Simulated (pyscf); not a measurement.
Optimised with ωB97X-D3(BJ)/def2-SVP in PySCF. Correlated levels are frozen-core, on RHF or UHF. ΔMP2 is the change of the MP2 total energy from the triple- to the quadruple-zeta basis. Singlets are restricted, triplets unrestricted.

Singlet (Å):
```xyz
4

F      1.2351     1.7450    -0.6953
Si     0.3429     0.4979    -0.1849
F      0.8658     0.1468     1.3037
Si    -1.2600    -0.5153    -1.2939
```

Triplet (Å):
```xyz
4

F      1.2490     1.7456    -0.6723
Si     0.3368     0.5001    -0.1979
F      0.9051     0.2017     1.2845
Si    -1.3007    -0.5444    -1.3163
```

Problem. For these two minima of `[F][Si]([F])=[Si]`, which spin state lies lower at CCSD(T)/def2-TZVPP + ΔMP2(QZVPP), and by how much (electronic energies)?

Solution. The triplet, by 0.19 eV. Zero-point energy shifts E(triplet) − E(singlet) by 0.00 eV. Other isomers of F–Si(F)=Si: [triplet] were not searched in full and may lie lower. 

E(triplet) − E(singlet) by level (eV):

| level | gap |
|---|---|
| ωB97X-D3(BJ)/def2-TZVP | -0.24 |
| PBE/def2-TZVP | -0.42 |
| r²SCAN/def2-TZVP | -0.56 |
| B3LYP-D3(BJ)/def2-TZVP | -0.30 |
| PBE0-D3(BJ)/def2-TZVP | -0.47 |
| M06-2X/def2-TZVP | -0.33 |
| ωB97M-D3(BJ)/def2-TZVP | -0.25 |
| HF/def2-TZVP | -0.85 |
| MP2/def2-QZVPP | -0.28 |
| CCSD/def2-TZVPP | -0.27 |
| CCSD(T)/def2-TZVPP | -0.24 |
| CCSD(T)/def2-TZVPP + ΔMP2(QZVPP) | -0.19 |

The triplet is the lowest one reached from the SCF start used. A restricted singlet here is unstable towards spin polarisation, as is usual where a triplet lies low; its energy is less safe. The CCSD(T) − MP2 part came from Ansatz, without density fitting, on the same reference.
